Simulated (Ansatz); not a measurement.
CH6AuN, SMILES `[CH3][Au-][NH3+]`. The species carries charge 0 and has multiplicity 1. Au takes the def2 core potential.

```xyz
9

C    -0.567   -1.404    1.421
Au   -0.016   -0.039    0.040
N     0.576    1.425   -1.443
H    -1.656   -1.449    1.504
H    -0.158   -1.144    2.402
H    -0.201   -2.397    1.148
H     1.120    2.168   -1.020
H    -0.237    1.843   -1.883
H     1.139    0.997   -2.169
```

Q: What are the harmonic wavenumbers in cm⁻¹ at PBE0-D4/def2-TZVP (Ansatz, finite differences of forces, unscaled)? (An estimate is asked.)

A: Computed: 30, 155, 155, 376, 585, 588, 588, 792, 792, 1194, 1228, 1453, 1453, 1657, 1657, 3033, 3114, 3114, 3493, 3610, 3610.

Q: Is this a minimum?

A: Yes, all 21 modes are real.

Q: Give the ideal-gas thermochemistry at 298.15 K and 1 bar (rigid rotor, harmonic oscillator; point group C3v, symmetry number 3).

A: Zero-point energy 195.5 kJ/mol; H(298) − E = 213.8 kJ/mol; entropy 324.0 J/(mol·K), of which translation 176.6, rotation 88.6, vibration 58.7; G(298) − E = 117.1 kJ/mol. Modes under 100 cm⁻¹ are hindered rotations or soft bends, so the harmonic entropy is rough.

Q: And at 400, 500, 600, 800 and 1000 K?

A: 
| T (K) | H − E (kJ/mol) | S (J/mol/K) | G − E (kJ/mol) |
| --- | --- | --- | --- |
| 400 | 223.2 | 351.1 | 82.7 |
| 500 | 233.7 | 374.6 | 46.4 |
| 600 | 245.3 | 395.7 | 7.9 |
| 800 | 271.2 | 432.8 | -75.1 |
| 1000 | 299.9 | 464.8 | -164.9 |

Q: Rotational constants (cm⁻¹)?

A: 2.864, 0.1093, 0.1093.
